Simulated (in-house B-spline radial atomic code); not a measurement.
## Ionising Tm+ with different functionals

Computed with a radial B-spline atomic code at the basis-set limit: scalar-relativistic (spin-free X2C) Hamiltonian, Fermi nucleus of rms radius 5.2256 fm, spin-polarised at highest spin, spherical fractional occupations for the functionals, and exact exchange of hybrids averaged over the configuration. The ionisation energy is the difference of two self-consistent energies, [Xe] 4f13 6s1 → [Xe] 4f13, without Breit or QED terms; ε is the level of the shell that loses the electron (its least bound occupied spin orbital). There is no spin-orbit coupling in this Hamiltonian.

```csv
method,rung,ΔSCF (eV),-ε(6s) (eV)
PBE0,global hybrid,12.04,10.03
B3LYP,global hybrid,12.32,10.03
TPSSh,global hybrid,11.89,9.58
BHandHLYP,global hybrid,11.96,10.52
r2SCAN0,global hybrid,11.91,10.15
B97-1,global hybrid,11.81,9.67
HSE06,range-separated hybrid,12.08,9.73
wB97X,range-separated hybrid,?,?
CAM-B3LYP,range-separated hybrid,?,?
LC-wPBE,range-separated hybrid,11.85,11.91
```

**Question.** What does wB97X give?

**Answer.** ΔSCF 11.61 eV, and -ε(6s) = 11.57 eV.

**Question.** What does CAM-B3LYP give?

**Answer.** ΔSCF 12.24 eV, and -ε(6s) = 11.10 eV.

**Question.** Among the functionals, which spreads more, the ΔSCF values or the orbital energies?

**Answer.** The orbital energies: ΔSCF values span about 0.70 eV and the orbital energies 2.33 eV.

**Question.** How do they compare with the NIST value?

**Answer.** NIST lists 12.06 eV ± 0.02 (semi-empirical, ground level to ground level). Errors run from -0.45 to +0.25 eV; HSE06 is closest (+0.01 eV), though others lie within the uncertainty of it, and part of that can be cancellation, since the calculations leave out spin-orbit coupling, Breit-QED terms, multiplet and fine-structure energies.
